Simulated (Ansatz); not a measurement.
```xyz
11

O    -0.7053    1.7345    1.5863
C    -0.5486    0.6218    0.8936
C     0.1343   -0.0015   -0.0153
Si    1.4151   -0.1574   -1.2850
Cl    0.5373   -0.4198   -3.1330
C    -1.0585   -0.7258    0.6681
H    -1.4466    1.6255    2.1915
H     2.2565   -1.3532   -1.0486
H     2.2447    1.0673   -1.3428
H    -1.9766   -0.8723    0.0965
H    -0.8522   -1.5190    1.3888
```

The species carries charge 0 and has multiplicity 1.

(1) List the PBE0/def2-TZVPP orbital energies in eV (the Gaussian-basis code of Ansatz). (Best estimate.)

Results:

(1) Ansatz gave: Occupied: -2767.06, -1803.45, -524.63, -280.62, -278.93, -278.29, -258.92, -197.20, -197.07, -197.07, -145.67, -100.38, -100.31, -100.30, -30.91, -24.73, -22.84, -18.14, -16.95, -15.60, -13.86, -13.31, -12.20, -11.35, -10.89, -10.70, -9.86, -9.20, -8.66, -8.40, -6.97. Lowest empty: -0.48, 0.45, 1.12, 1.36, 1.79, 2.12, 2.21, 3.07.
